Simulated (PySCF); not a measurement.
C₄H₁₄Si₄.
SMILES: `CC#C[Si@H](C)[SiH]([SiH3])[SiH3]`

Torsions of this conformer, `[CH3:1][C:2]#[C:3][Si@H:4]([CH3:5])[SiH:6]([SiH3:7])[SiH3:8]`: C3–Si4–Si6–Si7 -59°.

The closed-shell ground state was solved at several levels (PySCF, density fitting, gas phase, non-relativistic). Isolated species at its PBE0-D3(BJ)/def2-SVP geometry (one conformer only).

```csv
level,basis functions,total energy (Eh),HOMO (eV),LUMO (eV),gap (eV),dipole (D)
mPW1PW91/pcSseg-1,234,-1318.7317,-7.28,-0.25,7.03,1.50
PBE0/pcSseg-1,234,-1318.0324,-7.26,-0.25,7.01,1.52
```

(1) Estimate the row for wB97X-D/def2-SVPD, a basis of 288 functions; the other rows only guide the guess.

(2) Over all these levels, which gives the widest orbital gap and which the narrowest?

(3) How far do the dipole and the HOMO energy spread over the levels?

Answers

(1) Total energy -1318.2464 Eh, HOMO -8.95 eV, LUMO 1.37 eV, gap 10.32 eV, dipole 1.46 D.

(2) wB97X-D/def2-SVPD (range-separated hybrid) has the widest, 10.32 eV, and PBE0/pcSseg-1 (global hybrid, 25 % exact exchange) the narrowest, 7.01 eV. Functional and basis both differ between the two, so the spread mixes both effects.

(3) The dipole runs from 1.46 to 1.52 D (mean 1.49 D) and the HOMO from -8.95 to -7.26 eV.

The pairwise dispersion term of wB97X-D wasn't added to the energies; at a given geometry it leaves orbitals and properties as they are.
